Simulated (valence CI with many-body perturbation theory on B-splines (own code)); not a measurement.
The numbers below are computed, except where a source is named.
Hyperfine factors and g values of Ru39+

Method: valence CI with perturbative core correlation (CI+MBPT): three valence electrons over a frozen Dirac-Fock core [He], a basis of 11 s, 11 p, 9 d, 7 f, 5 g, 2 h, 1 i functions for each j, with the one-electron correlation potential Σ1 (screened to all orders), the two-electron term Σ2, the three-electron term Σ3, Breit, model QED; selected single and double excitations, second order for the rest (own B-spline code, finite nucleus).

The last digits are not significant, and no measured levels were compared; by estimate large intervals hold to a few tenths of a per cent, small ones and those within an open d or f shell to about a per cent.

A/g_I is the dipole constant over the nuclear g factor μ/I (μ in nuclear magnetons, uniformly magnetised nucleus), B/Q the quadrupole constant per barn. Both hold the static response of the core; the bare values leave it out. Large factors of s and p1/2 electrons are usually good to 5 to 10 %; those of open d and f shells near neutrality can be off by tens of per cent, and small factors of p3/2, d and f electrons come from cancelling terms and can be off by a factor of two or in sign, in half-filled shells by more. B is blank for J = 1/2, where it vanishes, and for nearly pure S terms. Energies count from the lowest level.

Levels are named by their leading jj configuration (3d3/2^4 stands for four electrons in 3d with j = 3/2), which in mixed levels can hold well under half, so a name can repeat and another be missing. Letters in brackets count levels of one name in rising energy.

| Level | E (Ry) | g | A/g_I (MHz) | A/g_I bare | B/Q (MHz/b) | B/Q bare |
| --- | --- | --- | --- | --- | --- | --- |
| (2s^2 2p1/2) J=1/2 | 0.00 | 0.650 | 965000 | 957000 |  |  |
| (2s 2p1/2^2) J=1/2 | 8.78 | 2.326 | 2720000 | 2690000 |  |  |
| (2s^2 2p3/2) J=3/2 | 10.76 | 1.322 | 161000 | 166000 | 302000 | 303000 |
| (2s 2p1/2 2p3/2) J=3/2 [a] | 16.99 | 1.681 | 769000 | 766000 | 240000 | 241000 |
| (2s 2p1/2 2p3/2) J=5/2 | 18.82 | 1.399 | 871000 | 865000 | 111000 | 112000 |
| (2s 2p1/2 2p3/2) J=3/2 [b] | 21.78 | 0.937 | -4940 | 3800 | 238000 | 239000 |
| (2s 2p1/2 2p3/2) J=1/2 | 22.09 | 1.152 | -702000 | -681000 |  |  |
| (2s 2p3/2^2) J=5/2 | 29.13 | 1.376 | 747000 | 742000 | 191000 | 191000 |
| (2p1/2^2 2p3/2) J=3/2 | 31.57 | 1.419 | 131000 | 143000 | 254000 | 255000 |
| (2s 2p3/2^2) J=1/2 | 33.37 | 1.820 | 2940000 | 2890000 |  |  |
| (2s 2p3/2^2) J=3/2 | 33.46 | 1.213 | -380000 | -362000 | -117000 | -118000 |
| (2p1/2 2p3/2^2) J=3/2 | 40.63 | 1.408 | -2360 | 10100 | 70200 | 70400 |
| (2p1/2 2p3/2^2) J=5/2 | 41.83 | 1.187 | 314000 | 319000 | -1500 | -1510 |
| (2p1/2 2p3/2^2) J=1/2 | 44.08 | 0.650 | 968000 | 956000 |  |  |
| (2p3/2^3) J=3/2 | 53.41 | 1.272 | 159000 | 167000 | -322000 | -323000 |
| (2s^2 3s) J=1/2 | 241.27 | 1.996 | 877000 | 866000 |  |  |
| (2s^2 3p1/2) J=1/2 | 244.44 | 0.670 | 276000 | 274000 |  |  |
| (2s^2 3p3/2) J=3/2 | 247.35 | 1.374 | 369000 | 366000 | 68600 | 68800 |
| (2s 2p1/2 3s) J=1/2 [a] | 247.47 | 2.437 | 1730000 | 1700000 |  |  |
| (2s 2p1/2 3s) J=3/2 | 248.80 | 1.560 | 1250000 | 1230000 | -69100 | -69300 |
| (2s 2p1/2 3s) J=1/2 [b] | 249.60 | 0.747 | 1410000 | 1390000 |  |  |
| (2s^2 3d3/2) J=3/2 | 250.16 | 0.811 | 117000 | 116000 | 15800 | 16000 |
| (2s 2p1/2 3p1/2) J=1/2 [a] | 250.17 | 0.246 | -195000 | -189000 |  |  |
| (2s^2 3d5/2) J=5/2 | 251.13 | 1.196 | 17200 | 17100 | 23800 | 24100 |
| (2s 2p1/2 3p1/2) J=3/2 | 251.29 | 1.148 | 1270000 | 1260000 | -79300 | -79400 |
| (2s 2p1/2 3p1/2) J=1/2 [b] | 252.71 | 2.085 | 2920000 | 2880000 |  |  |
| (2s 2p1/2 3p3/2) J=3/2 [a] | 253.86 | 1.420 | 179000 | 179000 | 78600 | 78800 |
| (2s 2p1/2 3p3/2) J=1/2 | 254.76 | 1.236 | -1060000 | -1050000 |  |  |
| (2s 2p1/2 3p3/2) J=5/2 | 254.94 | 1.359 | 784000 | 775000 | 3750 | 3720 |
| (2s 2p1/2 3p3/2) J=3/2 [b] | 255.20 | 1.240 | 429000 | 426000 | 79600 | 79800 |
| (2s 2p1/2 3d3/2) J=3/2 [a] | 255.75 | 0.538 | -273000 | -268000 | 25800 | 26000 |
| (2s 2p1/2 3d3/2) J=5/2 | 256.70 | 1.068 | 522000 | 515000 | -27900 | -27800 |
| (2s 2p1/2 3d5/2) J=5/2 [a] | 257.26 | 1.385 | 487000 | 480000 | 40100 | 40300 |
| (2s 2p1/2 3d3/2) J=1/2 | 257.62 | 0.373 | -1180000 | -1170000 |  |  |
| (2s 2p1/2 3d3/2) J=3/2 [b] | 257.64 | 1.279 | 559000 | 550000 | 47900 | 48000 |
| (2s 2p1/2 3d5/2) J=7/2 | 258.18 | 1.257 | 555000 | 548000 | -69100 | -69000 |
| (2s 2p3/2 3s) J=5/2 | 258.24 | 1.508 | 764000 | 757000 | 256000 | 257000 |
| (2s 2p1/2 3d5/2) J=3/2 | 258.91 | 1.017 | -475000 | -469000 | 4590 | 4760 |
| (2s 2p1/2 3d5/2) J=5/2 [b] | 259.00 | 1.072 | 138000 | 137000 | 89900 | 90300 |
| (2s 2p3/2 3s) J=3/2 [a] | 259.26 | 1.391 | 959000 | 951000 | 207000 | 208000 |

Take the isotope of mass number 99, with I = 5/2, μ = -0.641 μN and Q = 0.079 b. What is the hyperfine structure of (2s 2p1/2 2p3/2) J=5/2?

From the table A = -223000 MHz, B = 8790 MHz. Shifts from the centre of gravity in MHz: F = 0: 1960000, F = 1: 1730000, F = 2: 1280000, F = 3: 611000, F = 4: -282000, F = 5: -1390000.
